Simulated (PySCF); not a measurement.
An unknown gives this computed stick spectrum. Theory: TDDFT PBE0/def2-SVPD, vertical, gas phase, core orbitals frozen in the response (PySCF 2.14.0, density-fitted response routines). Geometries: GFN2-xTB, one conformer each.

| state | E (eV) | λ (nm) | f |
| --- | --- | --- | --- |
| S1 | 6.26 | 198.0 | 0.016 |
| S2 | 6.91 | 179.5 | 0.197 |
| S3 | 7.07 | 175.4 | 0.0081 |
| S4 | 7.23 | 171.5 | 0.0023 |
| S5 | 7.25 | 171.0 | 0.0046 |
| S6 | 7.32 | 169.5 | 0.0010 |

Triplets computed (Tamm–Dancoff): 4.36, 6.22 eV.

**Question.** Which structure fits? All have the formula C7H11Cl.
A. `C[C@@H]1C2(CC2)[C@@]1(C)Cl`
B. `Cl[C@@H]1CC[C@H]2C[C@@]12C`
C. `CC1=CC[C@H](Cl)CC1`
D. `C[C@@H]1C[C@H]2C[C@@]2(Cl)C1`

**Answer.** C. Its S1, at 6.26 eV, is the lowest among the candidates; the nearest of the others has S1 at 6.52 eV. S1 is HOMO→LUMO (73%), HOMO→LUMO+1 (25%). Löwdin shares by element: HOMO carbon 78% or more (atoms not listed hold the other 22%); LUMO carbon 39% or more, chlorine 11% (atoms not listed hold the other 50%). At the same level the other candidates give, for their lowest levels:
- `C[C@@H]1C[C@H]2C[C@@]2(Cl)C1`: 6.55 eV (f 0.001); 7.19 eV (f 0.025); 7.21 eV (f 0.028); 7.69 eV (f 0.005); 7.74 eV (f 0.031); T1 5.99 eV; HOMO -7.43, LUMO 0.60 eV
- `C[C@@H]1C2(CC2)[C@@]1(C)Cl`: 6.52 eV (f 0.002); 6.99 eV (f 0.009); 7.06 eV (f 0.009); 7.49 eV (f 0.006); 7.66 eV (f 0.021); T1 5.95 eV; HOMO -7.42, LUMO 0.57 eV
- `C[C@@]12C[C@@H]1CC[C@H]2Cl`: 7.17 eV (f 0.010); 7.33 eV (f 0.003); 7.42 eV (f 0.025); 7.56 eV (f 0.030); 7.72 eV (f 0.010); T1 6.61 eV; HOMO -7.79, LUMO 0.67 eV
